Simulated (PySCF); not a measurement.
Input for PySCF: R-M06-2X/6-31G* on C2H6Si (SMILES C[Si]C), a point of a torsion scan.

```python
from pyscf import gto, scf, dft, mp
from pyscf.data.elements import chemcore

mol = gto.M(
    atom='''
    C     1.44847600   -0.05785715    0.06213317
    Si    0.21560722    0.53419740   -1.29400283
    C    -1.03555689   -0.92796354   -1.21321997
    H     1.88423312   -1.02513499   -0.19043742
    H     2.27105261    0.64250807    0.19460381
    H     0.95558467   -0.16495962    1.02903472
    H    -0.54746567   -1.88445606   -1.40366137
    H    -1.83233377   -0.81942519   -1.94682020
    H    -1.50664575   -0.99199560   -0.23174910
    ''',
    basis='6-31g*',
    cart=True,
    charge=0, spin=0, verbose=3, max_memory=1800)
mf = dft.RKS(mol, xc='m062x')
mf.conv_tol = 1e-8
mf.max_cycle = 100
mf.kernel()
if not mf.converged:
    mf = mf.newton().run(mf.mo_coeff, mf.mo_occ)
```

Program output:

```
converged SCF energy = -369.174660966797
```

The run converged.

Cost: roughly 16 core-seconds.
